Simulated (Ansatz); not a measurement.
Consider the homolysis of the S–Si bond: `F[Si](F)(F)S` → `[SH]`• + `F[Si](F)F`•.

Calculated with Ansatz (gas phase, PBE0-D4/def2-TZVP geometries, no zero-point term in ΔE). CCSD(T)/CBS adds triple-zeta CCSD(T) − MP2 to the extrapolated MP2 energy (def2 sets, frozen cores). This one scheme is used for every species. Functionals use def2-TZVPP. No spin–orbit coupling; open shells (•) take unrestricted orbitals. One conformer a species, not always the lowest.

`F[Si](F)(F)S`:

Cartesian coordinates in Å:
```
F 0.108 -1.894 0.374
Si 0.132 -0.324 0.319
F 1.615 0.163 0.519
F -0.678 0.232 1.548
S -0.674 0.259 -1.518
H -0.501 1.564 -1.242
```

`[SH]`•:

Z-matrix (Å, degrees):
```
S
H 1 1.346
```

`F[Si](F)F`•:

```xyz
4

F     1.214    0.518   -0.676
Si   -0.276    0.192   -0.260
F    -0.480    0.669    1.233
F    -0.458   -1.379   -0.298
```

(1) What is ΔE at CCSD(T)/CBS? (Estimate.)

(2) What do these levels give: LDA (SPW92), BHLYP-D4, B2PLYP, CCSD(T)/def2-SVP, HF/def2-TZVPP, CCSD/def2-TZVPP? (Best estimate.)

Largest T1 diagnostic among the species: 0.014.

Answers

(1) Ansatz gave: +4.36 eV.

(2) Ansatz gave: LDA (SPW92) 4.80, BHLYP-D4 4.13, B2PLYP 4.12, CCSD(T)/def2-SVP 4.02, HF/def2-TZVPP 3.14, CCSD/def2-TZVPP 4.12 eV.

From PBE to PBE0 (25 % exact exchange), in def2-TZVPP and without D4, ΔE moves by +0.04 eV. At CCSD(T), def2-SVP lies −0.35 eV from the extrapolated value and def2-TZVPP −0.15 eV: correlation converges slowly with the basis, and small sets miss more of it in the bonded molecule than in its fragments.
